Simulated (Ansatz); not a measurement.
The first iterations of a band of FGeHS (4 atoms, charge 0, multiplicity 1).

All numbers below come from RKS PBE0-D4/def2-TZVP (Ansatz 0.2.0).

```yaml
movable_images: 9
climbing_image: yes
spring: 5.0 eV/Å²
optimiser: quadratic models (default)
start_path: through a guess of the saddle point
force_threshold: 0.05 eV/Å
iteration_limit: 60
end_points: relaxed
```

First end point:

```xyz
4
Properties=species:S:1:pos:R:3
F -1.911 0.471 0.573
Ge -0.305 -0.063 1.042
S 0.532 -0.027 -1.030
H 1.739 -0.441 -0.605
```

Last end point:

```xyz
4
Properties=species:S:1:pos:R:3
F -1.542 0.418 0.140
Ge -0.304 -0.093 1.286
S 1.343 -0.375 -0.208
H 0.558 -0.010 -1.237
```

| iteration | highest image above the first end (eV) | largest band force component (eV/Å) |
| --- | --- | --- |
| 1 | 21.424 | 86.237 |
| 2 | 7.847 | 35.422 |
| 3 | 3.251 | 17.175 |

Question: Does the band converge within its limit, and where does its top end?

Answer: The forces met the threshold. It ended after 11 iterations with the highest image 0.433 eV above the first end. A vibrational analysis at the climbing image gives one clearly imaginary mode, 386i cm⁻¹: a first-order saddle point.

The run took 2.5 min on 2 threads of Intel(R) Xeon(R) Platinum 8375C CPU @ 2.90GHz (Ice Lake) (shared host), peak memory 0.3 GiB.
